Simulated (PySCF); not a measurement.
The vertical singlet excitations below were computed for one of the candidates. The calculation used TDDFT CAM-B3LYP/def2-SVPD, vertical, gas phase, core orbitals frozen in the response in PySCF 2.14.0, density-fitted response routines. Geometries: GFN2-xTB, one conformer each.

| state | ν̃ (cm⁻¹) | f | main configurations (H = HOMO, L = LUMO) |
| --- | --- | --- | --- |
| S1 | 32110 | 0.0004 | H→L (89%) |
| S2 | 47760 | 0.0009 | H-1→L+1 (30%), H-2→L+3 (14%), H-1→L+2 (12%) |
| S3 | 49380 | 0.013 | H→L+1 (21%), H-1→L+3 (16%), H-1→L+1 (15%) |
| S4 | 49570 | 0.0011 | H→L+3 (20%), H-2→L+3 (19%), H-1→L+3 (14%) |
| S5 | 52630 | 0.042 | H→L+1 (57%), H-2→L+1 (11%) |
| S6 | 55360 | 0.020 | H→L+3 (56%), H-2→L+3 (14%), H-2→L (14%) |
| S7 | 56790 | 0.029 | H-1→L (64%), H-1→L+1 (10%) |
| S8 | 57800 | 0.0026 | H-2→L (44%), H-2→L+3 (20%), H→L+2 (9%) |

Triplets computed (Tamm–Dancoff): 3.40, 4.99, 5.14 eV.

Problem. Which structure fits?
A. `C[Si@@H]1N[Si@H](O)N[SiH2]1`
B. `C=N[Si@@H](Cl)C#CC`
C. `N[SiH2][SiH2][SiH2]C(N)=O`

Solution. B. Its S1, at 3.98 eV, is the lowest among the candidates; the nearest of the others has S1 at 4.92 eV. S1 is HOMO→LUMO (89%). Löwdin shares by element: HOMO nitrogen 54%, carbon 22% or more, hydrogen 6% or more (atoms not listed hold the other 19%); LUMO carbon 36% or more, nitrogen 28%, silicon 9%, chlorine 7% (atoms not listed hold the other 20%). At the same level the other candidates give, for their lowest levels:
- `C[Si@@H]1N[Si@H](O)N[SiH2]1`: 6.02 eV (f 0.002); 6.44 eV (f 0.006); 6.70 eV (f 0.018); 6.88 eV (f 0.028); 7.15 eV (f 0.034); T1 5.76 eV; HOMO -8.57, LUMO 0.61 eV
- `N[SiH2][SiH2][SiH2]C(N)=O`: 4.92 eV (f 0.003); 5.58 eV (f 0.005); 6.25 eV (f 0.001); 6.46 eV (f 0.008); 6.72 eV (f 0.241); T1 4.34 eV; HOMO -8.39, LUMO 0.19 eV

Shape of the structure used: `[CH2:1]=[N:2][Si@@H:3]([Cl:4])[C:5]#[C:6][CH3:7]`: C1–N2–Si3–Cl4 -120°.

Without π bonds the low states are Rydberg-like; a valence basis with one diffuse set may place them up to an eV too high.
